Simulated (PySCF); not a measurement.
C5H7F. Atoms are numbered in the order given.

```xyz
13

C      2.3773    -0.0817     0.0000
C      1.1659    -0.0186     0.0000
C     -0.3064     0.0229     0.0000
C     -0.8734    -0.6044    -1.2739
C     -0.8734    -0.6044     1.2739
F     -0.7000     1.3744     0.0000
H      3.4499    -0.1266     0.0000
H     -0.4806    -0.0782    -2.1549
H     -0.5947    -1.6662    -1.3395
H     -1.9700    -0.5182    -1.2631
H     -1.9700    -0.5182     1.2631
H     -0.5947    -1.6662     1.3395
H     -0.4806    -0.0782     2.1549
```

Geometry optimised at TPSSh-D3(BJ)/def2-SVP.

These are TDA-PBE/def2-SVPD (PySCF 2.14.0) values and carry that method's errors.

Vertical excitations.  State labels are in the subgroup Cs.

Question: Give excitation energies, oscillator strengths and character. (The exact figures need the calculation; the answer reports its results.)

Answer: 
| state | symmetry | energy (eV) | λ (nm) | f | main pairs |
|---|---|---|---|---|---|
| S1 | A" | 6.15 | 202 | 0.000 | HOMO→LUMO 99 % |
| S2 | A' | 6.67 | 186 | 0.006 | HOMO−1→LUMO 55 %, HOMO→LUMO+1 43 % |
| S3 | A" | 6.89 | 180 | 0.042 | HOMO→LUMO+2 99 % |
| S4 | A" | 7.00 | 177 | 0.002 | HOMO−1→LUMO+1 98 % |
| S5 | A' | 7.11 | 174 | 0.016 | HOMO−1→LUMO+2 98 % |
| S6 | A" | 7.49 | 165 | 0.000 | HOMO−2→LUMO 99 % |
| S7 | A" | 7.76 | 160 | 0.012 | HOMO→LUMO+3 99 % |
| S8 | A' | 7.78 | 159 | 0.005 | HOMO−3→LUMO 94 % |
| S9 | A' | 7.97 | 156 | 0.099 | HOMO−2→LUMO+1 43 %, HOMO−1→LUMO+3 24 %, HOMO→LUMO+4 16 %, HOMO→LUMO+1 7 % |
| S10 | A' | 8.01 | 155 | 0.036 | HOMO−1→LUMO+3 74 % |
| T1 | A' | 5.22 | 238 | 0 | HOMO−1→LUMO 75 %, HOMO→LUMO+1 21 % |
| T2 | A" | 5.57 | 223 | 0 | HOMO→LUMO 84 %, HOMO−1→LUMO+1 14 % |
| T3 | A' | 5.76 | 215 | 0 | HOMO→LUMO+1 75 %, HOMO−1→LUMO 22 % |
| T4 | A" | 6.60 | 188 | 0 | HOMO−1→LUMO+1 79 %, HOMO→LUMO 16 % |
Triplets are in the Tamm–Dancoff approximation.
